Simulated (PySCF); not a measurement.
## Bond curve of BaH

Set-up: PySCF, spin-free X2C with a Gaussian nucleus, basis sets Ba x2c-TZVPPall, H x2c-TZVPPall. Energies in eV from Ba + H in their ground configurations at the same level. All curves are PBE0. state 1: ²Σ⁺ (doublet), unpaired electrons σ ↑; state 2: ²Δ (doublet), unpaired electrons δ ↑, a second solution, started from another occupation; state 3: ²Π (doublet), unpaired electrons π ↑, a second solution, started from another occupation; state 4: quartet, unpaired electrons σ ↑↑, π ↑, a second solution, started from another occupation.

```
R (Å)  state 1  state 2  state 3  state 4
1.904   -1.862   -0.782   -0.779   1.7109
1.993   -2.043   -0.990   -0.982   1.4920
2.081   -2.149   -1.122   -1.109   1.3243
2.148   -2.189   -1.180   -1.163   1.2256
2.214   -2.201   -1.210   -1.190   1.1460
2.280   -2.191   -1.217   -1.193   1.0820
2.369   -2.148   -1.196   -1.167   1.0165
2.480   -2.059   -1.134   -1.099   0.9589
2.612   -1.917   -1.021   -0.981   0.9145
2.790   -1.690   -0.832   -0.784   0.8807
```

**Question.** Put a parabola through the three lowest points of the state 1 curve and estimate Re, k and ωe (reduced mass 1.001 u; 1 eV/Å² = 0.16022 mdyn/Å; ωe = 1302.8·√(k/μ) cm⁻¹).

**Answer.** Through R = 2.148, 2.214, 2.28 Å the second-order coefficient is 2.53 eV/Å², so Re ≈ 2.217 Å, k ≈ 0.809 mdyn/Å and ωe ≈ 1171 cm⁻¹. A polynomial fit of higher order to the unrounded PBE0 energies gives Re = 2.215 Å, k = 0.827 mdyn/Å, ωe = 1185 cm⁻¹; anharmonicity and rounding make the difference.

The higher-order fit for each curve: state 1: Re = 2.215 Å, ωe = 1185 cm⁻¹, De = 2.20 eV; state 2: Re = 2.268 Å, ωe = 1112 cm⁻¹, minimum 1.22 eV below the ground-state fragments; state 3: Re = 2.256 Å, ωe = 1129 cm⁻¹, minimum 1.19 eV below the ground-state fragments. State 4 gave no clean fit.

Spin–orbit coupling is left out. The state was picked by a PBE0 search and need not be the measured ground state.
